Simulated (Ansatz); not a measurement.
Ansatz (a quantum-chemistry and plane-wave program) input (B3LYP-D3(BJ)/def2-TZVP):

Ansatz 0.2 input:
```yaml
crystal:
  periodic: [false, false, false]
  atoms:
    - {symbol: Na, position_ang: [-0.00000000, -0.00000000, -0.86395243]}
    - {symbol: O, position_ang: [0.00000000, 0.00000000, 1.18793459]}
basis:
  gaussian:
    orbitals: def2-TZVP
hamiltonian:
  xc: b3lyp
  dispersion: d3bj
magnetization: {spin_polarized: true, initial_magnetization: 1}
phonons: {temperatures: {t_min: 298.15, t_max: 298.15, t_step: 100}}
```

Output:

```
Functional definition: B3LYP
integrals: 0.01 GiB planned
428 factors; their error is unknown
mean field: 0.16 GiB planned
mean field evaluation 1: about -6458.1248 eV, gradient 3.3e1 eV
mean field evaluation 2: about -6352.3668 eV, gradient 1.1e2 eV
mean field evaluation 4: about -6462.3091 eV, gradient 1.9e0 eV
mean field evaluation 8: about -6462.3477 eV, gradient 8.6e-2 eV
mean field evaluation 16: about -6462.3477 eV, gradient 6.8e-5 eV
mean field -6462.34770138 eV, -237.4868976890 hartree, gradient 5.5e-6 eV, S^2 0.758099; 1 other end points of the search recorded, 0 dependent functions left out
the calculation of the forces begins
reference -6462.34793600 eV, -237.4869063112 hartree; 10, 9 occupied and 53, 54 virtual orbitals, 428 factors
these checks for a lower state are left out or cut short: stability, starts, cluster_reference, orbital_swaps, neighbouring_geometries, increment
integrals: 0.01 GiB planned
428 factors; their error is unknown
mean field: 0.16 GiB planned
mean field evaluation 32: about -6462.3477 eV, gradient 8.6e-7 eV
mean field -6462.34770138 eV, -237.4868976890 hartree, gradient 8.6e-7 eV, S^2 0.758099; 0 other end points of the search recorded, 0 dependent functions left out
the calculation of the forces begins
reference -6462.34793600 eV, -237.4869063112 hartree; 10, 9 occupied and 53, 54 virtual orbitals, 428 factors
these checks for a lower state are left out or cut short: stability, starts, cluster_reference, orbital_swaps, neighbouring_geometries, increment
integrals: 0.01 GiB planned
428 factors; their error is unknown
mean field: 0.16 GiB planned
mean field -6462.34770138 eV, -237.4868976890 hartree, gradient 8.6e-7 eV, S^2 0.758099; 0 other end points of the search recorded, 0 dependent functions left out
the calculation of the forces begins
reference -6462.34793600 eV, -237.4869063112 hartree; 10, 9 occupied and 53, 54 virtual orbitals, 428 factors
these checks for a lower state are left out or cut short: stability, starts, cluster_reference, orbital_swaps, neighbouring_geometries, increment
integrals: 0.01 GiB planned
428 factors; their error is unknown
mean field: 0.16 GiB planned
mean field -6462.34770138 eV, -237.4868976890 hartree, gradient 3.4e-7 eV, S^2 0.758099; 0 other end points of the search recorded, 0 dependent functions left out
the calculation of the forces begins
reference -6462.34793600 eV, -237.4869063112 hartree; 10, 9 occupied and 53, 54 virtual orbitals, 428 factors
these checks for a lower state are left out or cut short: stability, starts, cluster_reference, orbital_swaps, neighbouring_geometries, increment
integrals: 0.01 GiB planned
428 factors; their error is unknown
mean field: 0.16 GiB planned
mean field -6462.34770138 eV, -237.4868976890 hartree, gradient 3.4e-7 eV, S^2 0.758099; 0 other end points of the search recorded, 0 dependent functions left out
the calculation of the forces begins
reference -6462.34793600 eV, -237.4869063112 hartree; 10, 9 occupied and 53, 54 virtual orbitals, 428 factors
these checks for a lower state are left out or cut short: stability, starts, cluster_reference, orbital_swaps, neighbouring_geometries, increment
integrals: 0.01 GiB planned
428 factors; their error is unknown
mean field: 0.16 GiB planned
mean field -6462.34767397 eV, -237.4868966818 hartree, gradient 1.9e-6 eV, S^2 0.758063; 0 other end points of the search recorded, 0 dependent functions left out
the calculation of the forces begins
reference -6462.34790856 eV, -237.4869053027 hartree; 10, 9 occupied and 53, 54 virtual orbitals, 428 factors
these checks for a lower state are left out or cut short: stability, starts, cluster_reference, orbital_swaps, neighbouring_geometries, increment
integrals: 0.01 GiB planned
428 factors; their error is unknown
mean field: 0.16 GiB planned
mean field evaluation 64: about -6462.3477 eV, gradient 4.8e-5 eV
mean field -6462.34767732 eV, -237.4868968048 hartree, gradient 1.1e-6 eV, S^2 0.758135; 0 other end points of the search recorded, 0 dependent functions left out
the calculation of the forces begins
reference -6462.34791197 eV, -237.4869054282 hartree; 10, 9 occupied and 53, 54 virtual orbitals, 428 factors
these checks for a lower state are left out or cut short: stability, starts, cluster_reference, orbital_swaps, neighbouring_geometries, increment
integrals: 0.01 GiB planned
428 factors; their error is unknown
mean field: 0.16 GiB planned
mean field -6462.34770138 eV, -237.4868976890 hartree, gradient 8.6e-7 eV, S^2 0.758099; 0 other end points of the search recorded, 0 dependent functions left out
the calculation of the forces begins
reference -6462.34793600 eV, -237.4869063112 hartree; 10, 9 occupied and 53, 54 virtual orbitals, 428 factors
these checks for a lower state are left out or cut short: stability, starts, cluster_reference, orbital_swaps, neighbouring_geometries, increment
integrals: 0.01 GiB planned
428 factors; their error is unknown
mean field: 0.16 GiB planned
mean field -6462.34770138 eV, -237.4868976890 hartree, gradient 8.6e-7 eV, S^2 0.758099; 0 other end points of the search recorded, 0 dependent functions left out
the calculation of the forces begins
reference -6462.34793600 eV, -237.4869063112 hartree; 10, 9 occupied and 53, 54 virtual orbitals, 428 factors
these checks for a lower state are left out or cut short: stability, starts, cluster_reference, orbital_swaps, neighbouring_geometries, increment
integrals: 0.01 GiB planned
428 factors; their error is unknown
mean field: 0.16 GiB planned
mean field -6462.34770138 eV, -237.4868976890 hartree, gradient 3.4e-7 eV, S^2 0.758099; 0 other end points of the search recorded, 0 dependent functions left out
the calculation of the forces begins
reference -6462.34793600 eV, -237.4869063112 hartree; 10, 9 occupied and 53, 54 virtual orbitals, 428 factors
these checks for a lower state are left out or cut short: stability, starts, cluster_reference, orbital_swaps, neighbouring_geometries, increment
integrals: 0.01 GiB planned
428 factors; their error is unknown
mean field: 0.16 GiB planned
mean field -6462.34770138 eV, -237.4868976890 hartree, gradient 3.4e-7 eV, S^2 0.758099; 0 other end points of the search recorded, 0 dependent functions left out
the calculation of the forces begins
reference -6462.34793600 eV, -237.4869063112 hartree; 10, 9 occupied and 53, 54 virtual orbitals, 428 factors
these checks for a lower state are left out or cut short: stability, starts, cluster_reference, orbital_swaps, neighbouring_geometries, increment
integrals: 0.01 GiB planned
428 factors; their error is unknown
mean field: 0.16 GiB planned
mean field evaluation 96: about -6462.3228 eV, gradient 6.9e-2 eV
mean field -6462.34767732 eV, -237.4868968048 hartree, gradient 1.1e-6 eV, S^2 0.758135; 0 other end points of the search recorded, 0 dependent functions left out
the calculation of the forces begins
reference -6462.34791197 eV, -237.4869054282 hartree; 10, 9 occupied and 53, 54 virtual orbitals, 428 factors
these checks for a lower state are left out or cut short: stability, starts, cluster_reference, orbital_swaps, neighbouring_geometries, increment
integrals: 0.01 GiB planned
428 factors; their error is unknown
mean field: 0.16 GiB planned
mean field -6462.34767397 eV, -237.4868966818 hartree, gradient 1.9e-6 eV, S^2 0.758063; 0 other end points of the search recorded, 0 dependent functions left out
the calculation of the forces begins
reference -6462.34790856 eV, -237.4869053027 hartree; 10, 9 occupied and 53, 54 virtual orbitals, 428 factors
Total energy: -6462.36869042 eV, -237.4876690221 hartree
Atom 0 at    -0.000000    -0.000000    -0.863952 Å, force    -0.000000     0.000000    -0.000069 eV/Å
Atom 1 at     0.000000     0.000000     1.187935 Å, force     0.000000    -0.000000     0.000069 eV/Å
Dipole moment:    -0.000000     0.000000    -1.588449 e Å
Vibrations: 487.45 cm⁻¹, zero-point energy 0.030218 eV
```
